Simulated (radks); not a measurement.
Q: Kr17+, configuration [Ar] 3d1 (the NIST ground configuration). Method: scalar-relativistic Kohn-Sham, BLYP, spin-polarised, spherical densities, finite nucleus; open shells are filled with parallel spins first; Fermi nuclear charge, rms radius 4.1884 fm; computed with a radial shooting solver on a logarithmic mesh with Libxc functionals. Some entries of the table are withheld. Estimate them.

orbital,occ.,eigenvalue (eV),<r^2> (bohr^2)
1s up,1,-14778.76,0.002319
1s down,1,-14778.75,0.002319
2s up,1,-2483.912,0.03922
2s down,1,-2481.870,0.03918
2p up,3,-2270.061,0.03094
2p down,3,-2268.534,0.03089
3s up,1,-786.7435,0.2598
3s down,1,-783.9791,0.2605
3p up,3,(1),0.2562
3p down,3,(2),0.2570
3d up,1,-614.8143,0.2184
3d down,0,-611.5218,0.2194

A: 
(1) 3p up eigenvalue (eV): -717.9535
(2) 3p down eigenvalue (eV): -715.1230
